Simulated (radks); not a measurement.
Values are calculated unless marked as measured or tabulated.
All-electron atom: the indium ion In2+ in [Kr] 4d10 5s1. Level of theory: scalar-relativistic Kohn-Sham, LDA (Slater exchange, VWN5 correlation), spin-polarised, spherical densities, finite nucleus; open shells are filled with parallel spins first (spin-orbit coupling, left out, can overturn this in heavy ions); Fermi nuclear charge, rms radius 4.6156 fm (a radial shooting solver on a logarithmic mesh with Libxc functionals).

Radial electron density D(r) = 4 pi r^2 rho(r):

```
   r/bohr * D(r) (the largest magnitude, 78.4, reaches the edge; | marks zero)
 0.002065 |   *
 0.002754 |     *
 0.003644 |        *
 0.004821 |            *
 0.006379 |                  *
 0.008508 |                          *
  0.01126 |                                 *
   0.0149 |                                        *
  0.01987 |                                           *
  0.02629 |                                          *
  0.03478 |                                      *
  0.04639 |                                      *
  0.06138 |                                             *
  0.08121 |                                                      *
   0.1075 |                                                     *
   0.1433 |                                          *
   0.1896 |                                      *
   0.2509 |                                            *
   0.3346 |                                       *
   0.4428 |                     *
   0.5858 |            *
   0.7814 |              *
    1.034 |            *
    1.368 |     *
     1.81 | *
    2.414 |*
    3.194 *
    4.226 *
    5.637 *
```

D(r) has 4 maxima, at r = 0.0208, 0.0923, 0.272, 0.807 bohr, and minima at 0.0408, 0.178, 0.595 bohr, inside which lie 1.99, 11.18, 29.03 electrons.
